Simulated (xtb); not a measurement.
A run for xtb: GFN2-xTB on FH2I (a complex), monomers drawn apart or pushed together.

```
$ xtb mol.xyz --gfn 2 --sp --chrg 0 --uhf 0
4

F     -0.07014391     0.47503342    -0.24116469
H      0.00476218     0.03463117     0.57653190
I      0.19197436    -0.92543268     2.74313630
H      0.15327516     0.54679888     3.40968864
```

It printed:

```
[...]
           -------------------------------------------------
          |                Calculation Setup                |
           -------------------------------------------------



molecular fragmentation (1/2 indicates fragments):
1122
# atoms in fragment 1/2:     2     2
 fragment masses (1/2) :       20.01      127.91
CMA distance (Bohr)    :   6.160
constraining FC (au)   :  0.0500

           -------------------------------------------------
          |                 G F N 2 - x T B                 |
           -------------------------------------------------

        Reference                      10.1021/acs.jctc.8b01176
      * Hamiltonian:
        H0-scaling (s, p, d)           1.850000    2.230000    2.230000
        zeta-weighting                 0.500000
      * Dispersion:
        s8                             2.700000
        a1                             0.520000
        a2                             5.000000
        s9                             5.000000
      * Repulsion:
        kExp                           1.500000    1.000000
        rExp                           1.000000
      * Coulomb:
        alpha                          2.000000
        third order                    shell-resolved
        anisotropic                    true
        a3                             3.000000
        a5                             4.000000
        cn-shift                       1.200000
        cn-exp                         4.000000
        max-rad                        5.000000


          ...................................................
          :                      SETUP                      :
          :.................................................:
          :  # basis functions                  16          :
          :  # atomic orbitals                  15          :
          :  # shells                            7          :
          :  # electrons                        16          :
          :  max. iterations                   250          :
          :  Hamiltonian                  GFN2-xTB          :
          :  restarted?                      false          :
          :  GBSA solvation                  false          :
          :  PC potential                    false          :
          :  electronic temp.          300.0000000     K    :
          :  accuracy                    1.0000000          :
          :  -> integral cutoff          0.2500000E+02      :
          :  -> integral neglect         0.1000000E-07      :
          :  -> SCF convergence          0.1000000E-05 Eh   :
          :  -> wf. convergence          0.1000000E-03 e    :
          :  Broyden damping             0.4000000          :
          :  net charge                          0          :
          :  unpaired electrons                  0          :
          ...................................................

 iter      E             dE          RMSdq      gap      omega  full diag
   1     -9.5716591 -0.957166E+01  0.661E+00    6.40       0.0  T
   2     -9.5750340 -0.337485E-02  0.405E+00    6.19       1.0  T
   3     -9.5757717 -0.737732E-03  0.546E-01    5.95       1.0  T
   4     -9.5758797 -0.107969E-03  0.287E-01    5.98       1.0  T
   5     -9.5758968 -0.171120E-04  0.117E-01    5.97       1.0  T
   6     -9.5758999 -0.312249E-05  0.582E-02    5.97       1.0  T
   7     -9.5759002 -0.326268E-06  0.137E-02    5.97       3.6  T
   8     -9.5759003 -0.436098E-07  0.443E-03    5.97      11.3  T
   9     -9.5759003 -0.472089E-08  0.202E-03    5.97      24.7  T
  10     -9.5759003 -0.591966E-09  0.687E-04    5.97      72.7  T
  11     -9.5759003 -0.169313E-09  0.400E-05    5.97    1251.2  T

   *** convergence criteria satisfied after 11 iterations ***

         #    Occupation            Energy/Eh            Energy/eV
      -------------------------------------------------------------
         1        2.0000           -0.7734579             -21.0469
         2        2.0000           -0.7700094             -20.9530
         3        2.0000           -0.5383467             -14.6492
         4        2.0000           -0.5325422             -14.4912
         5        2.0000           -0.4737331             -12.8909
         6        2.0000           -0.4736452             -12.8885
         7        2.0000           -0.4492253             -12.2240
         8        2.0000           -0.4478900             -12.1877 (HOMO)
         9                         -0.2285892              -6.2202 (LUMO)
        10                         -0.0430746              -1.1721
        11                         -0.0291213              -0.7924
        12                         -0.0256002              -0.6966
        13                         -0.0142323              -0.3873
       ...                                ...                  ...
        15                          0.7056074              19.2006
      -------------------------------------------------------------
                  HL-Gap            0.2193007 Eh            5.9675 eV
             Fermi-level           -0.3382396 Eh           -9.2040 eV

 SCC (total)                   0 d,  0 h,  0 min,  0.006 sec
 SCC setup                      ...        0 min,  0.000 sec (  5.910%)
 Dispersion                     ...        0 min,  0.000 sec (  1.781%)
 classical contributions        ...        0 min,  0.000 sec (  0.787%)
 integral evaluation            ...        0 min,  0.001 sec ( 10.529%)
 iterations                     ...        0 min,  0.004 sec ( 63.289%)
 molecular gradient             ...        0 min,  0.001 sec ( 13.195%)
 printout                       ...        0 min,  0.000 sec (  3.660%)

         :::::::::::::::::::::::::::::::::::::::::::::::::::::
         ::                     SUMMARY                     ::
         :::::::::::::::::::::::::::::::::::::::::::::::::::::
         :: total energy              -9.548596922239 Eh    ::
         :: gradient norm              0.026107683086 Eh/a0 ::
         :: HOMO-LUMO gap              5.967476397995 eV    ::
         ::.................................................::
         :: SCC energy                -9.575900237255 Eh    ::
         :: -> isotropic ES            0.026672775462 Eh    ::
         :: -> anisotropic ES          0.003898192818 Eh    ::
         :: -> anisotropic XC          0.000145280794 Eh    ::
         :: -> dispersion             -0.000877350826 Eh    ::
         :: repulsion energy           0.027303315016 Eh    ::
         :: add. restraining           0.000000000000 Eh    ::
         :: total charge              -0.000000000000 e     ::
         :::::::::::::::::::::::::::::::::::::::::::::::::::::

           -------------------------------------------------
          |                Property Printout                |
           -------------------------------------------------

    * Orbital Energies and Occupations

         #    Occupation            Energy/Eh            Energy/eV
      -------------------------------------------------------------
         1        2.0000           -0.7734579             -21.0469
         2        2.0000           -0.7700094             -20.9530
         3        2.0000           -0.5383467             -14.6492
         4        2.0000           -0.5325422             -14.4912
         5        2.0000           -0.4737331             -12.8909
         6        2.0000           -0.4736452             -12.8885
         7        2.0000           -0.4492253             -12.2240
         8        2.0000           -0.4478900             -12.1877 (HOMO)
         9                         -0.2285892              -6.2202 (LUMO)
        10                         -0.0430746              -1.1721
        11                         -0.0291213              -0.7924
Note: The following floating-point exceptions are signalling: IEEE_DENORMAL
normal termination of xtb
        12                         -0.0256002              -0.6966
        13                         -0.0142323              -0.3873
        14                          0.3361895               9.1482
        15                          0.7056074              19.2006
      -------------------------------------------------------------
                  HL-Gap            0.2193007 Eh            5.9675 eV
             Fermi-level           -0.3382396 Eh           -9.2040 eV

     #   Z          covCN         q      C6AA      α(0)
     1   9 F        0.742    -0.426    13.858     4.397
     2   1 H        0.903     0.386     0.502     1.109
     3  53 I        1.077    -0.155   383.498    33.805
     4   1 H        0.912     0.195     1.127     1.660

 Mol. C6AA /au·bohr⁶  :        619.492285
 Mol. C8AA /au·bohr⁸  :      43426.111432
 Mol. α(0) /au        :         40.970993


Wiberg/Mayer (AO) data.
largest (>0.10) Wiberg bond orders for each atom

 ---------------------------------------------------------------------------
     #   Z sym  total        # sym  WBO       # sym  WBO       # sym  WBO
 ---------------------------------------------------------------------------
     1   9 F    0.820 --     2 H    0.792
     2   1 H    0.851 --     1 F    0.792
     3  53 I    1.048 --     4 H    0.961
     4   1 H    0.962 --     3 I    0.961
 ---------------------------------------------------------------------------

Topologies differ in total number of bonds
Writing topology from bond orders to xtbtopo.mol

molecular dipole:
                 x           y           z       tot (Debye)
 q only:        0.060       0.116       1.065
   full:        0.078       0.259       1.475       3.811
molecular quadrupole (traceless):
                xx          xy          yy          xz          yz          zz
 q only:       -1.848       0.312      -2.743       0.074       4.359       4.591
  q+dip:       -2.507       0.492      -4.131       0.075       6.796       6.638
   full:       -3.148       0.448      -3.298       0.071       7.386       6.445


           -------------------------------------------------
          | TOTAL ENERGY               -9.548596922239 Eh   |
          | GRADIENT NORM               0.026107683086 Eh/α |
          | HOMO-LUMO GAP               5.967476397995 eV   |
           -------------------------------------------------

------------------------------------------------------------------------
------------------------------------------------------------------------
 total:
 SCF:
```

The run finished.

Cost: roughly 0.12 core-seconds.
